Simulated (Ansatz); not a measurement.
`N[SiH2][Ga]([F])[SiH3]`, charge 0, multiplicity 1.

Problem. Give a relaxed structure at PBE0-D4/def2-TZVP (the Gaussian-basis code of Ansatz). (Best estimate.)

Solution. The calculation gave: 
Cartesian coordinates in Å:
```
N 2.0991 1.0085 0.9649
Si 0.5300 1.6801 0.7027
Ga -1.1371 0.1911 -0.2684
F -2.7445 0.9285 -0.4247
Si -1.1142 -2.1054 -1.0546
H 2.2415 0.3486 1.7125
H 2.6880 0.7867 0.1781
H 0.0174 2.1493 2.0193
H 0.6818 2.8478 -0.2090
H -1.1066 -3.0267 0.1181
H 0.1303 -2.3725 -1.8307
H -2.2856 -2.4361 -1.9081
```
This is one stationary point; other conformers may exist.
